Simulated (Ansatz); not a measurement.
Geometry optimisation, RKS B3LYP/def2-SVP in Ansatz.

The input (input.yaml):

```yaml
crystal:
  periodic: [false, false, false]
  atoms:
    - { symbol: Al, position_ang: [-1.261826, 0.100292, -0.377607] }
    - { symbol: H, position_ang: [-0.33655, -1.405107, 1.817474] }
    - { symbol: F, position_ang: [-1.993328, -1.163377, -1.175089] }
    - { symbol: F, position_ang: [-2.260719, 1.034363, 0.568283] }
    - { symbol: H, position_ang: [0.138754, -0.987304, 1.505675] }
    - { symbol: Si, position_ang: [1.034227, 0.541227, -0.568379] }
    - { symbol: H, position_ang: [1.535597, 1.104878, 0.723246] }
    - { symbol: H, position_ang: [1.370534, 1.505465, -1.657963] }
    - { symbol: H, position_ang: [1.77341, -0.730537, -0.835539] }
basis:
  gaussian: { orbitals: def2-SVP }
hamiltonian:
  xc: b3lyp
relax:
  f_tol: 0.03
  max_steps: 50
```

Command:

```bash
$ ansatz run input.yaml --threads 2 --pin off --max-ram 3072MiB --backend cpu --events-out ev --progress --plain --runs-dir out
```

Task: Where does it end, and by what steps?

Result: The run converged. The force dipped under the threshold on the way, but the program's further checks kept it going. After 17 steps the energy has fallen by 0.230 eV; H5 moved furthest, 0.89 Å.

```tsv
step	energy less start (eV)	largest force component (eV/Å)	accepted
0	0.0000	1.645	yes
1	-0.1297	0.471	yes
2	-0.1412	0.271	yes
3	-0.1114	0.836	no
4	-0.1535	0.203	yes
5	-0.1678	0.283	yes
6	-0.1751	0.375	yes
7	-0.1819	0.573	yes
8	-0.1975	0.384	yes
9	-0.1832	0.697	no
10	-0.2168	0.118	yes
11	-0.2235	0.062	yes
12	-0.2238	0.356	yes
13	-0.2282	0.085	yes
14	-0.2295	0.016	yes
15	-0.2296	0.033	yes
16	-0.2298	0.056	yes
17	-0.2298	0.012	yes
```

```xyz
9
Properties=species:S:1:pos:R:3
Al -1.068 0.001 -0.165
H -0.773 -1.653 1.494
F -1.765 -1.378 -0.794
F -2.069 1.011 0.704
H -0.635 -1.046 1.936
Si 1.207 0.657 -0.708
H 1.856 1.302 0.474
H 1.224 1.636 -1.837
H 2.022 -0.530 -1.103
```

Time of the run: 27 s on 2 threads of Arm Neoverse V2, with other jobs on the host, peak memory 0.17 GiB.
